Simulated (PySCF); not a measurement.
From computed data to an observable: entropy of an ideal gas

MoF5, SMILES [F][Mo+]([F])([F])([F])[F], charge +1, multiplicity 1.

Coordinates come from a PBE0-D3(BJ)/def2-SVP optimisation. The multiplicity is an assumed one; no other spin state was optimised. The isomer is the one that the SMILES or the coordinates give; other isomers of the formula were not compared. The def2 effective core potentials stand for the cores of Mo; spin–orbit coupling is left out.

PBE0-D3(BJ)/def2-SVP in PySCF gives the harmonic wavenumbers 100, 100, 235, 235, 291, 328, 328, 737, 811, 833, 852, 852 cm⁻¹ and the rotational temperatures 0.1376, 0.1158, 0.1158 K. The molar mass is 190.94 g/mol, the symmetry number 6, the spin multiplicity 1.

### Question
Work out the entropy at 298.15 K and 1 atm in the rigid-rotor, harmonic-oscillator model.

### Answer

Translation (Sackur–Tetrode at 1 atm): S = R[1.5 ln M + 2.5 ln T − 1.16487] = 174.2 J/(mol K).
Rotation: q = (√π/σ) T^1.5/√(θA θB θC) = 35400, S = R[ln q + 3/2] = 99.6 J/(mol K).
Vibration: with u = 1.4388 ν/T, each mode gives R[u/(e^u − 1) − ln(1 − e^−u)]:
| ν (cm⁻¹) | modes | u | S (J/(mol K)) |
|---|---|---|---|
| 100 | 2 | 0.48 | 28.91 |
| 235 | 2 | 1.13 | 15.40 |
| 291 | 1 | 1.40 | 6.14 |
| 328 | 2 | 1.58 | 10.63 |
| 737 | 1 | 3.56 | 1.11 |
| 811 | 1 | 3.91 | 0.83 |
| 833 | 1 | 4.02 | 0.76 |
| 852 | 2 | 4.11 | 1.41 |
These are all the modes. Sum 65.2 J/(mol K).
Spin: R ln 1 = 0.0 J/(mol K).
Total 339.0 J/(mol K); the program's own thermochemistry gives 338.9. Translation makes up 51 % and vibration 19 %. Anharmonicity, hindered rotation and orbital degeneracy are left out.
